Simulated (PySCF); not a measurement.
BH₂, SMILES [BH2+], charge +1. The structure is a stationary point at r2SCAN-D4/def2-TZVPD.

PySCF 2.14.0 with TDDFT-ωB97X/def2-TZVPD puts the lowest singlet excitations at 7.48, 7.48, 11.53, 11.53, 14.58, 15.88 eV.

Task: What are the lowest excitation roots from ADC(3)/aug-cc-pVDZ (PySCF 2.14.0)? (The exact figures need the calculation; the answer reports its results.)

Result: 7.31, 7.31, 12.15, 12.15, 14.66, 16.16 eV. S1 differs by -0.17 eV (second minus first; roots are paired by order, and the bases may differ).
